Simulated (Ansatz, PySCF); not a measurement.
trifluoroacetic acid (C2HF3O2), SMILES O=C(C(F)(F)F)O. Atoms are numbered in the order given.

```xyz
8

O      1.0387     1.5131     0.0000
C     -0.1543     0.9353     0.0000
O     -1.2091     1.4939     0.0000
C     -0.0007    -0.5970     0.0000
F      0.6698    -0.9910     1.0789
F     -1.1872    -1.1730     0.0000
F      0.6698    -0.9910    -1.0789
H      0.8991     2.4735     0.0000
```

The structure is a stationary point at PBE0-D3(BJ)/def2-SVP. The values are those of a single conformer.

Two levels are set side by side: PBE-D3(BJ)/def2-SVP (Ansatz, a first-principles code) and PBE0-D3(BJ)/def2-SVP (Ansatz). Each level has its own optimised geometry; the coordinates shown are those of the second. Frequencies come from the Hessian of PySCF at each geometry. Differences are taken from unrounded values.

```csv
quantity,PBE0-D3(BJ)
mean bond length (Å),1.287
bond O1–C2 (Å),1.326
bond C2–O3 (Å),1.194
bond C2–C4 (Å),1.540
bond C4–F5 (Å),1.330
bond C4–F6 (Å),1.319
bond C4–F7 (Å),1.330
bond O1–H8 (Å),0.970
highest harmonic wavenumber (cm⁻¹),3803
mean harmonic wavenumber (cm⁻¹),982
zero-point energy (kcal/mol),25.26
```

Task: What does PBE-D3(BJ) give, and how far is it from PBE0-D3(BJ)? (The exact figures need the calculation; the answer reports its results.)

Result: 
```
quantity                            PBE-D3(BJ)  PBE-D3(BJ) minus PBE0-D3(BJ)
----------------------------------  ----------  ----------------------------
mean bond length (Å)                     1.303                         0.016
bond O1–C2 (Å)                           1.344                         0.018
bond C2–O3 (Å)                           1.208                         0.014
bond C2–C4 (Å)                           1.552                         0.012
bond C4–F5 (Å)                           1.349                         0.019
bond C4–F6 (Å)                           1.337                         0.018
bond C4–F7 (Å)                           1.349                         0.019
bond O1–H8 (Å)                           0.983                         0.012
highest harmonic wavenumber (cm⁻¹)        3620                          -182
mean harmonic wavenumber (cm⁻¹)            930                           -52
zero-point energy (kcal/mol)             23.92                         -1.34
```

GGA bonds tend to be longer and softer than those of functionals with exact exchange. Differences between two approximate levels are no errors against the true value.
